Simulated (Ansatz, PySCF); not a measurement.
Gas-phase reaction in SMILES: CB(I)I [diiodo(methyl)borane] → [CH2]B(I)I + H atom (the C-H bond at the site shown breaks; other sites are not compared here)
Geometries: B3LYP-D3(BJ)/def2-TZVP minima from Ansatz (a quantum-chemistry and plane-wave program), one conformer each, not searched for the lowest. Frequencies are from Ansatz or PySCF.

Quantity: bond dissociation energy (0 K, with B3LYP-D3(BJ) harmonic zero-point energies), in kJ/mol. Correlated levels leave the core frozen unless marked. Open shells are spin-unrestricted. No spin-orbit coupling. Frozen are the shells of the preceding noble gas and the d and f shells that filled before the atom's block. Past Kr the def2 sets carry scalar-relativistic core potentials. STO-3G rows are all-electron and non-relativistic. CBS marks a two-point X^-3 extrapolation of the correlation energy; Hartree-Fock from the larger set.

```json
[
 {"level": "HF/def2-SVP", "program": "Ansatz", "bond dissociation energy (kJ/mol)": "285.8"},
 {"level": "BLYP-D3(BJ)/def2-TZVPD", "program": "Ansatz + dftd3", "bond dissociation energy (kJ/mol)": "366.5"},
 {"level": "PBE0-D4/def2-TZVPD", "program": "Ansatz + dftd4", "bond dissociation energy (kJ/mol)": "373.5"},
 {"level": "PBE0/def2-QZVPP", "program": "Ansatz", "bond dissociation energy (kJ/mol)": "372.9"}
]
```

Task: What does CCSD(T)/CBS(def2-TZVPPD,def2-QZVPPD) (Ansatz) give?

Result: 390.9 kJ/mol
